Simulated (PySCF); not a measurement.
Job file and geometry (Å, from GFN2-xTB) of an NMR shielding run on SMILES [BH3-][P+]1(C#CC)CCC1, C$_{6}$H$_{12}$BP, GIAO PBE0/pcSseg-1 NMR shielding, non-relativistic, gas phase in PySCF; density fitting, a coarse starting grid and PySCF grid level 2 are the driver's defaults:

```
$ OMP_NUM_THREADS=1 python probes_run.py task.json out

{"job": {"kind": "nmr", "xc": "PBE0", "basis": "pcSseg-1"}, "charge": 0, "multiplicity": 1}
B     -1.105593     2.422077    -0.720001
P     -0.626250     0.608292    -0.295117
C      1.059271     0.158886    -0.090503
C      2.245412    -0.040260    -0.000435
C      3.653500    -0.332274     0.119647
C     -1.456463    -0.349914     1.069202
C     -1.529242    -1.601925     0.179239
C     -1.308633    -0.892222    -1.167259
H     -2.293702     2.368740    -0.811326
H     -0.719774     3.064761     0.205579
H     -0.549409     2.675024    -1.741003
H      3.853415    -1.354703    -0.200982
H      4.225497     0.354036    -0.504077
H      3.970235    -0.216678     1.155843
H     -0.916107    -0.455133     2.008433
H     -2.440390     0.076830     1.267973
H     -0.704321    -2.279298     0.398620
H     -2.463095    -2.159896     0.252584
H     -0.653445    -1.396431    -1.875505
H     -2.246052    -0.639231    -1.663644
```

Problem. What does the program print?

Solution. 
```
coarse grid: 16672 points
cycle   1  E = -601.3448328073  dE =  9.720e-01  |g| = 5.213e-01  |ddm| = 4.309e+00
cycle   2  E = -601.3591825059  dE = -1.435e-02  |g| = 4.816e-01  |ddm| = 1.254e+00
cycle   3  E = -601.4238047557  dE = -6.462e-02  |g| = 7.408e-02  |ddm| = 5.720e-01
cycle   4  E = -601.4244148484  dE = -6.101e-04  |g| = 5.416e-02  |ddm| = 9.469e-02
cycle   5  E = -601.4251188678  dE = -7.040e-04  |g| = 1.170e-02  |ddm| = 5.076e-02
cycle   6  E = -601.4251552435  dE = -3.638e-05  |g| = 2.660e-03  |ddm| = 1.653e-02
cycle   7  E = -601.4251570512  dE = -1.808e-06  |g| = 7.400e-04  |ddm| = 3.520e-03
final grid: 154848 points
cycle   8  E = -601.4761476004  dE = -4.752e-05  |g| = 8.597e-03  |ddm| = 5.106e-02
cycle   9  E = -601.4761440606  dE =  3.540e-06  |g| = 9.567e-03  |ddm| = 1.581e-02
cycle  10  E = -601.4761669082  dE = -2.285e-05  |g| = 1.150e-03  |ddm| = 8.404e-03
cycle  11  E = -601.4761672715  dE = -3.634e-07  |g| = 2.795e-04  |ddm| = 1.700e-03
cycle  12  E = -601.4761672807  dE = -9.167e-09  |g| = 2.042e-04  |ddm| = 3.518e-04
cycle  13  E = -601.4761672910  dE = -1.024e-08  |g| = 3.003e-05  |ddm| = 1.845e-04
cycle  14  E = -601.4761672912  dE = -2.406e-10  |g| = 8.218e-06  |ddm| = 4.388e-05
converged SCF energy = -601.4761672912

GIAO shielding tensors (ppm)
atom      isotropic    diamagn.    paramagn.     s11        s22        s33       span
  0 B      144.070     187.643     -43.574    135.646    139.488    157.075     21.428
  1 P      304.145     966.465    -662.319    201.007    307.548    403.882    202.875
  2 C      106.268     267.569    -161.301     19.935     21.585    277.285    257.350
  3 C       71.442     274.500    -203.058    -14.514    -12.529    241.370    255.884
  4 C      180.781     254.700     -73.919    172.239    172.644    197.461     25.222
  5 C      155.469     254.736     -99.267    138.726    151.745    175.935     37.209
  6 C      164.293     251.622     -87.329    146.073    167.879    178.927     32.855
  7 C      154.812     255.453    -100.641    137.574    151.264    175.597     38.022
  8 H       30.785      29.378       1.407     27.305     29.980     35.070      7.765
  9 H       30.677      28.405       2.272     27.492     29.306     35.233      7.741
 10 H       30.696      28.290       2.407     27.398     29.401     35.290      7.892
 11 H       29.508      29.697      -0.189     24.320     27.921     36.284     11.964
 12 H       29.430      27.684       1.746     24.307     27.753     36.231     11.924
 13 H       29.479      29.130       0.348     24.453     27.711     36.272     11.819
 14 H       29.533      31.911      -2.378     26.122     27.102     35.376      9.254
 15 H       29.240      32.092      -2.852     26.323     27.614     33.783      7.460
 16 H       28.830      31.887      -3.056     26.048     27.058     33.385      7.337
 17 H       29.378      29.831      -0.453     25.265     25.995     36.873     11.608
 18 H       29.512      31.827      -2.315     26.075     27.157     35.305      9.230
 19 H       29.213      32.017      -2.804     26.321     27.512     33.807      7.487
```

Size and cost of the density-fitted run: 203 basis functions, 28 s wall time on 1 thread of an Intel Xeon 6975P-C, shared host; peak memory 0.92 GiB.
